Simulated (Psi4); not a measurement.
F₂, charge +1, doublet, geometry from GFN2-xTB (a state made from the parent by changing its charge; the spin is typed, not shown lowest); Psi4 1.11 with PBE0/6-31G**.

Psi4 was given this input:
```
memory 2 GB

molecule mol {
1 2
  F    -0.000000   -0.000000   -0.646773
  F     0.000000    0.000000    0.646773
}

set basis 6-31g**
set reference uks

energy('pbe0')
print_variables()
```

The log (banner, timings and long lists left out):

```
   => Loading Basis Set <=

    Name: 6-31G**
    Role: ORBITAL
    Keyword: BASIS

         ---------------------------------------------------------
                                   SCF
               by Justin Turney, Rob Parrish, Andy Simmonett
                          and Daniel G. A. Smith
                              UKS Reference
         ---------------------------------------------------------

  ==> Geometry <==

    Molecular point group: d2h
    Full point group: D_inf_h

    Geometry (in Angstrom), charge = 1, multiplicity = 2:

       Center              X                  Y                   Z               Mass
    ------------   -----------------  -----------------  -----------------  -----------------
         F            0.000000000000     0.000000000000    -0.646773000000    18.998403162730
         F            0.000000000000     0.000000000000     0.646773000000    18.998403162730

  Running in d2h symmetry.

  Rotational constants: A = ************  B =      1.06059  C =      1.06059 [cm^-1]
  Rotational constants: A = ************  B =  31795.54992  C =  31795.54992 [MHz]
  Nuclear repulsion =   33.136319902245454

  Charge       = 1
  Multiplicity = 2
  Electrons    = 17
  Nalpha       = 9
  Nbeta        = 8

  ==> Algorithm <==

  SCF Algorithm Type is DF.
  DIIS enabled.
  MOM disabled.
  Fractional occupation disabled.
  Guess Type is SAD.
  Energy threshold   = 1.00e-06
  Density threshold  = 1.00e-06
  Integral threshold = 1.00e-12

  ==> Primary Basis <==

  Basis Set: 6-31G**
    Blend: 6-31G**
    Number of shells: 12
    Number of basis functions: 30
    Number of Cartesian functions: 30
    Spherical Harmonics?: false
    Max angular momentum: 2

  ==> DFT Potential <==

   => LibXC <=

    Version 7.1.2
    S. Lehtola, C. Steigemann, M. J. T. Oliveira, and M. A. L. Marques,  SoftwareX 7, 1–5 (2018) (10.1016/j.softx.2017.11.002)

   => Composite Functional: PBE0 <=

    PBE0 Hyb-GGA Exchange-Correlation Functional

    C. Adamo and V. Barone,  J. Chem. Phys. 110, 6158 (1999) (10.1063/1.478522)
    M. Ernzerhof and G. E. Scuseria,  J. Chem. Phys. 110, 5029 (1999) (10.1063/1.478401)

    Deriv               =              1
    GGA                 =           TRUE
    Meta                =          FALSE

    Exchange Hybrid     =           TRUE
    MP2 Hybrid          =          FALSE

   => Exchange Functionals <=

    0.7500   Perdew, Burke & Ernzerhof

   => Exact (HF) Exchange <=

    0.2500               HF

[...]
   @S   Expected:                5.000000000E-01
   @S   Observed:                5.000000000E-01

    Orbital Energies [Eh]
    ---------------------

    Alpha Occupied:

[...]
    Alpha Virtual:

[...]
    Beta Occupied:

[...]
    Beta Virtual:

[...]
       8B1u    3.676906

    Final Occupation by Irrep:
             Ag   B1g   B2g   B3g    Au   B1u   B2u   B3u
    DOCC [     3,    0,    1,    0,    0,    2,    1,    1 ]
    SOCC [     0,    0,    0,    1,    0,    0,    0,    0 ]
    NA   [     3,    0,    1,    1,    0,    2,    1,    1 ]
    NB   [     3,    0,    1,    0,    0,    2,    1,    1 ]

  @DF-UKS Final Energy:  -198.75065104633853

   => Energetics <=

    Nuclear Repulsion Energy =             33.1363199022454538
    One-Electron Energy =                -334.7607573663055973
    Two-Electron Energy =                 118.0990035510668008
    DFT Exchange-Correlation Energy =     -15.2252171333452093
    Empirical Dispersion Energy =           0.0000000000000000
    VV10 Nonlocal Energy =                  0.0000000000000000
    Total Energy =                       -198.7506510463385325

  UHF NO Occupations:
  HONO-2 :    2B1u 1.9998308
  HONO-1 :    1B2u 1.9990029
  HONO-0 :    1B3g 1.0000000
  LUNO+0 :    2B2u 0.0009971
  LUNO+1 :    3B1u 0.0001692
  LUNO+2 :    4 Ag 0.0000982
  LUNO+3 :    2B3u 0.0000202

Computation Completed

Properties will be evaluated at   0.000000,   0.000000,   0.000000 [a0]

Properties computed using the SCF density matrix

 Multipole Moments:

 ------------------------------------------------------------------------------------
     Multipole            Electronic (a.u.)      Nuclear  (a.u.)        Total (a.u.)
 ------------------------------------------------------------------------------------

 L = 1.  Multiply by 2.5417464519 to convert [e a0] to [Debye]
 Dipole X            :          0.0000000            0.0000000            0.0000000
 Dipole Y            :          0.0000000            0.0000000            0.0000000
 Dipole Z            :          0.0000000            0.0000000            0.0000000
 Magnitude           :                                                    0.0000000

 ------------------------------------------------------------------------------------

  Variable Map:
  ----------------------------------------------------------------------------
[...]
  Array Variable Map:
  ----------------------------------------------------------------------------
[...]
[...]
```
